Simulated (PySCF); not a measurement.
H$_{2}$BrIn (SMILES [Br][InH2]), singlet, geometry from GFN2-xTB (such geometries of metal compounds can be far from the true shape) (core potentials on In), with bond 3-1 at 2.4 times its length; SA2-CASSCF(4,5)/def2-SVP in PySCF.

Here is a job for PySCF.
```python
from pyscf import gto, scf, mcscf
import numpy

mol = gto.Mole()
mol.atom = '''
    In   -0.512845   -0.819044    0.160591
    H     0.036822   -1.926588    1.341689
    H    -3.922449   -1.499440   -2.019461
    Br    0.772174    1.233209   -0.241797
'''
mol.basis = 'def2-svp'
mol.ecp = {'In': 'def2-svp'}
mol.charge = 0
mol.spin = 0
mol.verbose = 4
mol.build()

mf = scf.RHF(mol)
mf.kernel()
mc = mcscf.CASSCF(mf, 5, 4)
mc.fix_spin_(ss=0.0)
mc = mc.state_average_([0.5, 0.5])
mc.kernel()
```

The log (banner, timings and long lists left out):

```
PySCF version 2.14.0

[INPUT] verbose = 4
[INPUT] num. atoms = 4
[INPUT] num. electrons = 58
[INPUT] charge = 0
[INPUT] spin (= nelec alpha-beta = 2S) = 0
[INPUT] symmetry False subgroup None
[INPUT] Mole.unit = angstrom
[INPUT] Symbol           X                Y                Z      unit          X                Y                Z       unit  Magmom
[INPUT]  1 In    -0.512845000000  -0.819044000000   0.160591000000 AA   -0.969136594353  -1.547768843968   0.303473008070 Bohr   0.0
[INPUT]  2 H      0.036822000000  -1.926588000000   1.341689000000 AA    0.069583495359  -3.640723674874   2.535424754342 Bohr   0.0
[INPUT]  3 H     -3.922449000000  -1.499440000000  -2.019461000000 AA   -7.412354347574  -2.833530940218  -3.816228209240 Bohr   0.0
[INPUT]  4 Br     0.772174000000   1.233209000000  -0.241797000000 AA    1.459197380510   2.330427264349  -0.456930107741 Bohr   0.0

nuclear repulsion = 176.13681938854
number of shells = 28
number of NR pGTOs = 149
number of NR cGTOs = 68
basis = def2-svp
ecp = {'In': 'def2-svp'}

******** <class 'pyscf.scf.hf.RHF'> ********
method = RHF
initial guess = minao
damping factor = 0
level_shift factor = 0
DIIS = <class 'pyscf.scf.diis.CDIIS'>
diis_start_cycle = 1
diis_space = 8
diis_damp = 0
SCF conv_tol = 1e-09
SCF conv_tol_grad = None
SCF max_cycles = 50
direct_scf = True
direct_scf_tol = 1e-13
Set gradient conv threshold to 3.16228e-05
Initial guess from minao.
init E= -2739.5616704372
  HOMO = -0.579915754341592  LUMO = -0.444493084637166  gap/eV = 3.68504
cycle= 1 E= -2761.5882998267  delta_E=  -22  |g|=  1.3  |ddm|= 11.9
  HOMO = -0.210724569780474  LUMO = -0.035067622943032  gap/eV = 4.77987
cycle= 2 E= -2761.99907164145  delta_E= -0.411  |g|= 0.895  |ddm|= 4.14
  HOMO = -0.190036855471051  LUMO = -0.130053937912214  gap/eV = 1.63222
cycle= 3 E= -2762.28668560047  delta_E= -0.288  |g|= 0.154  |ddm|= 1.18
  HOMO = -0.222153757352842  LUMO = -0.0752803112153828  gap/eV = 3.99663
cycle= 4 E= -2762.30859166999  delta_E= -0.0219  |g|= 0.0909  |ddm|= 0.691
  HOMO = -0.254225833432628  LUMO = -0.0766916465405671  gap/eV = 4.83095
cycle= 5 E= -2762.31507166445  delta_E= -0.00648  |g|= 0.0125  |ddm|= 0.229
  HOMO = -0.261247921164042  LUMO = -0.0756709285300161  gap/eV = 5.04981
cycle= 6 E= -2762.31523620173  delta_E= -0.000165  |g|= 0.00442  |ddm|= 0.0539
  HOMO = -0.261253628333016  LUMO = -0.0753106024235066  gap/eV = 5.05977
cycle= 7 E= -2762.31525484577  delta_E= -1.86e-05  |g|= 0.0015  |ddm|= 0.0176
  HOMO = -0.260668031231255  LUMO = -0.0753002813092181  gap/eV = 5.04411
cycle= 8 E= -2762.31525663691  delta_E= -1.79e-06  |g|= 0.000496  |ddm|= 0.00394
  HOMO = -0.260546629587822  LUMO = -0.0752499417917818  gap/eV = 5.04218
cycle= 9 E= -2762.31525689951  delta_E= -2.63e-07  |g|= 0.000104  |ddm|= 0.00186
  HOMO = -0.260550048434112  LUMO = -0.0752308680404639  gap/eV = 5.04279
cycle= 10 E= -2762.31525691076  delta_E= -1.13e-08  |g|= 2.46e-05  |ddm|= 0.000387
  HOMO = -0.260544591425564  LUMO = -0.0752342643282944  gap/eV = 5.04255
cycle= 11 E= -2762.31525691149  delta_E= -7.29e-10  |g|= 6.28e-06  |ddm|= 9.2e-05
  HOMO = -0.260546258885626  LUMO = -0.0752344277470698  gap/eV = 5.04259
Extra cycle  E= -2762.31525691153  delta_E= -4e-11  |g|= 2.83e-06  |ddm|= 1.74e-05
converged SCF energy = -2762.31525691153

******** <class 'pyscf.mcscf.addons.StateAverageCASSCF'> ********
CAS (2e+2e, 5o), ncore = 27, nvir = 36
max_cycle_macro = 50
max_cycle_micro = 4
conv_tol = 1e-07
conv_tol_grad = None
orbital rotation max_stepsize = 0.02
orbital rotation threshold for CI restart = 0.01
augmented hessian ah_max_cycle = 30
augmented hessian ah_conv_tol = 1e-12
augmented hessian ah_linear dependence = 1e-14
augmented hessian ah_level shift = 1e-08
augmented hessian ah_start_tol = 2.5
augmented hessian ah_start_cycle = 3
augmented hessian ah_grad_trust_region = 3
kf_trust_region = 3
kf_interval = 4
ci_response_space = 4
ci_grad_trust_region = 3
with_dep4 0
natorb = False
canonicalization = True
sorting_mo_energy = False
ao2mo_level = 2
internal_rotation = False
******** <class 'pyscf.mcscf.addons.StateAverageSpinPenaltyFCISolver'> ********
max. cycles = 50
conv_tol = 1e-08
davidson only = True
linear dependence = 1e-12
level shift = 0.001
max iter space = 12
nroots = 2
pspace_size = 400
spin = None
State-average over 2 states with weights [0.5, 0.5]
CASCI E = -2762.31703404160  S^2 = 0.0000000
Set conv_tol_grad to 0.000316228
macro iter   1 ( 21 JK    4 micro), CASSCF E = -2762.36948372720  dE = -5.24496856e-02  S^2 = 0.0000000
               |grad[o]|=0.0527  |ddm|=  0.1  |maxRot[o]|=0.251
macro iter   2 ( 21 JK    4 micro), CASSCF E = -2762.37366925152  dE = -4.18552432e-03  S^2 = 0.0000000
               |grad[o]|=0.0422  |ddm|=0.0554  |maxRot[o]|=0.296
macro iter   3 ( 21 JK    4 micro), CASSCF E = -2762.37881935954  dE = -5.15010802e-03  S^2 = 0.0000000
               |grad[o]|=0.0262  |ddm|=0.0405  |maxRot[o]|=0.253
macro iter   4 ( 21 JK    4 micro), CASSCF E = -2762.38656549043  dE = -7.74613089e-03  S^2 = 0.0000000
               |grad[o]|=0.0178  |ddm|=0.019  |maxRot[o]|=0.237
macro iter   5 ( 21 JK    4 micro), CASSCF E = -2762.39221646976  dE = -5.65097932e-03  S^2 = 0.0000000
               |grad[o]|=0.0168  |ddm|=0.0105  |maxRot[o]|=0.247
macro iter   6 ( 17 JK    4 micro), CASSCF E = -2762.39307826493  dE = -8.61795174e-04  S^2 = 0.0000000
               |grad[o]|=0.0089  |ddm|=0.00849  |maxRot[o]|=0.0702
macro iter   7 ( 16 JK    4 micro), CASSCF E = -2762.39357362288  dE = -4.95357945e-04  S^2 = 0.0000000
               |grad[o]|=0.00577  |ddm|=0.00319  |maxRot[o]|=0.0451
macro iter   8 ( 12 JK    4 micro), CASSCF E = -2762.39376442867  dE = -1.90805797e-04  S^2 = 0.0000000
               |grad[o]|=0.00331  |ddm|=0.00115  |maxRot[o]|=0.044
macro iter   9 (  7 JK    2 micro), CASSCF E = -2762.39377844827  dE = -1.40195975e-05  S^2 = 0.0000000
               |grad[o]|=0.000935  |ddm|=0.00031  |maxRot[o]|=0.0157
macro iter  10 (  4 JK    1 micro), CASSCF E = -2762.39377852509  dE = -7.68159225e-08  S^2 = 0.0000000
               |grad[o]|=7.85e-05  |ddm|=1.17e-05  |maxRot[o]|=0.00125
1-step CASSCF converged in  10 macro (161 JK  35 micro) steps
CASSCF canonicalization
Density matrix diagonal elements [1.93790473 0.9632778  0.55602727 0.50433536 0.03845484]
CASSCF energy = -2762.39377852509
CASCI E = -2762.39377852509  E(CI) = -3.09987205073776  S^2 = 0.0000000
CASCI state-averaged energy = -2762.39377852509
CASCI energy for each state
  State 0 weight 0.5  E = -2762.4374743449 S^2 = 0.0000000
  State 1 weight 0.5  E = -2762.35008270528 S^2 = 0.0000000
```
